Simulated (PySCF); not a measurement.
# NaSe from Hartree–Fock to correlated methods

State: ²Π (doublet), unpaired electrons π ↑. Set-up: Na def2-TZVPP, Se def2-TZVPP; no relativity (PySCF 2.14). De refers to Na + Se in their high-spin ground configurations, without counterpoise correction. The functionals are run spin-unrestricted. A positive dipole means Na(−)Se(+).

| Level | Re (Å) | ωe (cm⁻¹) | De (eV) | μ (D) |
| --- | --- | --- | --- | --- |
| UHF | 2.639 | 269 | 1.42 | -9.23 |
| UHF-MP2 | 2.606 | 270 | 2.29 | n/a |
| UHF-SCS-MP2 | 2.613 | 269 | 2.28 | n/a |
| UHF-CCSD | 2.610 | 269 | 2.24 | n/a |
| UHF-CCSD(T) | 2.610 | 268 | 2.30 | n/a |
| LDA | 2.569 | 274 | 2.80 | -7.70 |
| PBE | 2.617 | 262 | 2.44 | -7.74 |
| PBEsol | 2.602 | 265 | 2.56 | -7.86 |
| r²SCAN | 2.614 | 268 | 2.51 | -8.48 |
| PBE0 | 2.605 | 270 | 2.38 | -8.29 |
| MN15 | 2.623 | 263 | 2.49 | -8.79 |
| ωB97X | 2.613 | 269 | 2.70 | -8.98 |
| B2PLYP | 2.605 | 270 | 2.37 | -8.54 |

Q: Which functional lies closest to UHF-CCSD(T) in De, which farthest, and by how much do they differ from it?

A: Closest is B2PLYP (-0.5 pm in Re, +0.7 % in ωe, +0.07 eV in De against UHF-CCSD(T) in the same basis), farthest LDA (-4.1 pm in Re, +2.2 % in ωe, +0.50 eV in De). CCSD(T) converges more slowly with the basis than the functionals do and binds too weakly in this one, so the order can change at the basis-set limit.

Q: What does a quarter of exact exchange do here, going from PBE to PBE0?

A: PBE0 less PBE: -1.2 pm in Re, +3.1 % in ωe, -0.06 eV in De. Exact exchange removes part of the self-interaction that spreads semilocal densities, and in most molecules shortens and stiffens the bond and lowers De; so it does here.

Q: What does the step from GGA to meta-GGA do here, going from PBE to r²SCAN?

A: r²SCAN less PBE: -0.3 pm in Re, +2.3 % in ωe, +0.07 eV in De. 

Correlated steps freeze 10 core orbitals. Spin–orbit coupling is left out. Counting both spins, an empty level lies below a filled one in some of these solutions, because spin and occupation are held. B2PLYP dipoles, levels and charges come from its SCF part alone. The state was picked by a PBE0 search and need not be the measured ground state.

The whole job (state search and all levels along the bond) took about 10 min on 1 thread of Intel Xeon Platinum 8488C (shared host), peak memory 1.8 GiB.
